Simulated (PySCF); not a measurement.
**Question.** What does the PBE0-D3(BJ)/def2-SVP structure of `CC=P1(N(C)C)C=C1` look like in three dimensions?

**Answer.** 
```xyz
20
C6H12NP angstrom
C      2.7452   -0.2799   -1.1368
C      1.3732   -0.7267   -0.7308
P      0.3937    0.1490    0.2806
N     -1.2171   -0.2886    0.1092
C     -2.1635   -0.1991    1.1886
C     -1.7851   -0.5535   -1.1921
C      0.6165    0.9375    1.8681
C      0.7895    1.7762    0.8304
H      2.9149    0.7801   -0.8832
H      2.9021   -0.3657   -2.2272
H      3.5590   -0.8523   -0.6526
H      1.0608   -1.7622   -0.8928
H     -2.9194    0.5890    1.0088
H     -1.6498    0.0336    2.1316
H     -2.6987   -1.1564    1.3234
H     -2.5238    0.2208   -1.4750
H     -2.2979   -1.5317   -1.2062
H     -0.9827   -0.5721   -1.9411
H      0.7297    0.9873    2.9577
H      1.0998    2.8156    0.6770
```

Orientation and origin are arbitrary. Atoms count from 1 in this order. The 3 C–P bonds span 1.658 Å (C2=P3, drawn double) to 1.787 Å (P3–C7, drawn single), a spread of 0.129 Å. P3 (phosphorus bonded to 3 C and N) has angles from 44.5° to 134.5°. The 2 C–C bonds span 1.345 Å (C7=C8, drawn double) to 1.499 Å (C1–C2, drawn single), a spread of 0.154 Å. N4 (nitrogen bonded to 2 C and P) is almost planar (angles 122.6°, 121.2° and 115.4°, sum 359.1°, 0.08 Å off the plane of its three neighbours).

Bonds between heavy atoms (Å): C1–C2 1.499, C2=P3 1.658, P3–N4 1.678, N4–C5 1.438, N4–C6 1.444, P3–C7 1.787, C7=C8 1.345, P3–C8 1.763.

Level of theory: PySCF, PBE0-D3(BJ)/def2-SVP geometry optimisation, gas phase.

Point group: C1 (no symmetry element, even within 0.4 Å). Stationary, but not proved a minimum. The numbers are those of one conformer (C2–P3–N4–C5 150°).
